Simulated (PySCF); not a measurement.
Ge(Cl)3(SiH3) (Cl₃GeH₃Si), SMILES [SiH3][Ge]([Cl])([Cl])[Cl]. Geometry optimised at B3LYP-D3(BJ)/def2-SVP.

Calculation: B3LYP-D3(BJ)/def2-SVP in PySCF.

Harmonic wavenumbers (cm⁻¹): 80, 80, 99, 141, 141, 158, 327, 420, 425, 425, 525, 525, 859, 934, 934, 2236, 2259, 2259. Rotational constants (GHz): 1.149, 1.073, 1.073; symmetry number 3.

**Question.** Work out the zero-point energy and the ideal-gas rigid-rotor harmonic-oscillator thermochemistry at 298.15 K and 1 atm.

**Answer.** ZPE = ½ Σ hcν = ½ × 12828 cm⁻¹ = 18.34 kcal/mol. H − E(el) = 24.50 kcal/mol. Entropy in cal/(mol K): translation 41.93, rotation 27.69, vibration 24.91, total 94.54. G − E(el) = -3.68 kcal/mol. Cp = 29.29 cal/(mol K). Modes under 150 cm⁻¹ make the vibrational entropy uncertain.
